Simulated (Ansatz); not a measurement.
Ansatz results at the PBE0-D4/def2-TZVP geometry: HOMO energy (PBE0/def2-TZVPP) -6.65 eV; LUMO energy (PBE/def2-TZVPP) -1.87 eV; size of the dipole moment (B3LYP/def2-TZVPP) 2.30 D.

Each molecule was computed in one conformer, which needn't be the lowest.

(1) Which molecule gave them?
A. `FCC1(F)CC1`
B. `FC[Se][AlH2]`
C. `N[CH2][InH][NH2]`
D. `[CH]1=[CH][GaH]1`

Results:

(1) B. The others give `FCC1(F)CC1`: -8.17, 0.37, 0.29; `[CH]1=[CH][GaH]1`: -6.24, -1.58, 0.61; `N[CH2][InH][NH2]`: -5.97, -1.49, 0.48.

B3LYP here is the variant with VWN-RPA as its local correlation; programs differ in this.
